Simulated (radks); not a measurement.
Question: All-electron atom: Nb26+ in [Ne] 3s2 3p3. All-electron calculation, scalar-relativistic Kohn-Sham, TASK exchange with Perdew-Wang LDA correlation, spin-polarised, spherical densities, finite nucleus; open shells are filled with parallel spins first (spin-orbit coupling, left out, can overturn this in heavy ions); meta-GGA in the generalised Kohn-Sham scheme; Fermi nuclear charge, rms radius 4.324 fm. Program: a radial shooting solver on a logarithmic mesh with Libxc functionals. Some entries of the table are withheld. Estimate them.

orbital  occ.  eigenvalue (eV)  <1/r> (bohr^-1)
1s up       1        -20097.61            42.36
1s down     1        -20090.53            42.37
2s up       1        -3849.381            9.658
2s down     1        -3844.292            9.663
2p up       3        -3577.512              (1)
2p down     3        -3569.850              (2)
3s up       1        -1433.971              (3)
3s down     1        -1409.364              (4)
3p up       3        -1344.726            3.675

Answer: 
(1) 2p up <1/r> (bohr^-1): 9.376
(2) 2p down <1/r> (bohr^-1): 9.374
(3) 3s up <1/r> (bohr^-1): 3.799
(4) 3s down <1/r> (bohr^-1): 3.764
